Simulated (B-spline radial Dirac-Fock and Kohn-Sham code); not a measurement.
# Two-hole binding energies of Lu³⁺

System: Lu³⁺, [Xe] 4f14, inside a Watson sphere of charge -3 and radius 3 Å (a model of the Madelung potential; inside it an electron's potential energy is raised by 14.4 eV).

These are calculated numbers from an atomic code on a B-spline grid; the model is Dirac-Fock ΔSCF + Breit + QED. U is the two-hole binding energy less the two single-hole energies, the effective repulsion of the holes after relaxation. Each two-hole energy is an average over J within one jj subconfiguration.

```
          holes  E(a) (eV)  E(b) (eV)  E(ab) (eV)  U (eV)
   1s⁻¹ 2p1/2⁻¹    63331.8    10371.7     74084.8   381.3
   1s⁻¹ 2p3/2⁻¹    63331.8     9266.8           ?       ?
   2s⁻¹ 2p3/2⁻¹    10899.3     9266.8     20348.9   182.9
   2s⁻¹ 3d3/2⁻¹    10899.3     1662.5     12650.8    89.0
2p1/2⁻¹ 3d3/2⁻¹    10371.7     1662.5     12121.9    87.7
2p1/2⁻¹ 3d5/2⁻¹    10371.7     1611.5     12072.3    89.1
   2p3/2⁻¹ 3s⁻¹     9266.8     2520.4     11866.5    79.3
2p3/2⁻¹ 3p1/2⁻¹     9266.8     2289.0     11642.9    87.0
2p3/2⁻¹ 3d3/2⁻¹     9266.8     1662.5     11020.4    91.1
        3p1/2⁻²     2289.0     2289.0      4641.8    63.7
        3d3/2⁻²     1662.5     1662.5      3390.8    65.7
        4d3/2⁻²      230.1      230.1       486.0    25.8
        4f5/2⁻²      28.33      28.33       79.62    23.0
        4f7/2⁻²      26.89      26.89       76.77    23.0
```

Q: Give the missing two-hole energy and U.

A: E(ab) = 72916.3 eV and U = 317.7 eV.
